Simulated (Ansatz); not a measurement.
Calculated with Ansatz (gas phase, PBE0-D4/def2-TZVP geometries, no zero-point term in ΔE). CBS: MP2 limit from def2 TZ/QZ plus the TZ coupled-cluster correction, frozen cores. DFT in def2-TZVPP. B3LYP here is the variant with VWN-RPA as its local correlation; programs differ in this. For Br outer-core shells are correlated without core-valence functions, which leaves a few kJ/mol of doubt a bond. Scalar relativity is left out up to krypton. Each species was taken in one conformer, which may not be the lowest.

`Br[SiH]1CC1` + `CC(C)O[Si]F` → `F[Si]1(Br)CC1` + `CC(C)O[SiH]`  (redistribution)

`Br[SiH]1CC1`:

```xyz
9

Br    0.209   -0.520   -2.804
Si   -0.583   -0.433   -0.746
C    -0.064    0.927    0.365
C     0.578   -0.462    0.670
H    -1.926   -1.036   -0.668
H     0.616    1.687   -0.007
H    -0.757    1.312    1.107
H     1.644   -0.539    0.481
H     0.282   -0.936    1.601
```

`CC(C)O[Si]F`:

Z-matrix (Å, degrees):
```
C
C 1 1.513
H 1 1.092 2 110.3
H 1 1.092 2 110.8 3 120.0
H 1 1.092 2 110.3 3 -119.9
C 2 1.513 1 112.7 3 60.1
O 2 1.431 1 108.4 3 180.0
H 2 1.095 1 109.5 3 -62.0
H 6 1.092 2 110.3 1 59.9
H 6 1.091 2 110.9 1 180.0
H 6 1.092 2 110.3 1 -60.0
Si 7 1.626 2 133.4 1 118.8
F 12 1.623 7 102.6 2 -0.0
```

`F[Si]1(Br)CC1`:

```xyz
9

F     0.974    1.668   -1.321
Si    0.114    0.988   -0.174
Br   -0.828    2.557    1.028
C     0.613   -0.600    0.529
C    -0.659   -0.623   -0.438
H     1.487   -1.118    0.144
H     0.412   -0.841    1.568
H    -1.601   -0.876    0.038
H    -0.512   -1.156   -1.373
```

`CC(C)O[SiH]`:

Cartesian coordinates in Å:
```
C 0.670 -1.321 0.150
C -0.253 -0.157 -0.135
C -0.900 0.395 1.117
O 0.506 0.884 -0.748
Si 0.178 1.443 -2.262
H 1.113 -1.698 -0.774
H 1.477 -1.008 0.816
H 0.122 -2.136 0.627
H -1.039 -0.480 -0.836
H -0.135 0.756 1.808
H -1.486 -0.379 1.618
H -1.565 1.227 0.874
H 1.312 2.474 -2.253
```

```tsv
level	ΔE (kJ/mol)
B3LYP-D4	79.5
CCSD(T)/def2-TZVPP	75.2
HF/def2-QZVPP	74.9
SCS-MP2/def2-QZVPP	77.9
```

Task: What does CCSD(T)/CBS give? (Best estimate.)

Result: Computed: +77.7 kJ/mol. The listed levels differ from it by 1.8, -2.5, -2.8, 0.2 kJ/mol.

Largest T1 diagnostic among the species: 0.014.
